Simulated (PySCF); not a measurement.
SMILES C[N](C)[Zn][NH2] (C2H8N2Zn) (B3LYP/def2-SVP optimised geometry):

```
13

Zn     0.559    -0.181     0.000
N      2.382    -0.181     0.000
H      2.840    -0.501    -0.853
H      2.840    -0.652     0.779
N     -1.255    -0.015     0.000
C     -2.156    -1.137    -0.095
C     -1.933     1.251     0.132
H     -2.813    -1.238     0.799
H     -2.840    -1.062    -0.971
H     -1.608    -2.088    -0.199
H     -2.604     1.468    -0.731
H     -2.575     1.302     1.041
H     -1.218     2.088     0.198
```

Computed with B3LYP/def2-TZVP (PySCF).

Q: What are the frontier orbital energies and the dipole moment?

A: HOMO-2 -8.56 eV, HOMO-1 -6.68 eV, HOMO -5.49 eV, LUMO -0.66 eV, LUMO+1 0.17 eV; dipole moment 1.01 D.

Meta-Löwdin charges at B3LYP/def2-TZVP: Zn1 1.12, N2 -0.99, H3 0.22, H4 0.22, N5 -0.67, C6 -0.21, C7 -0.21, H8 0.08, H9 0.08, H10 0.10, H11 0.08, H12 0.08, H13 0.10.
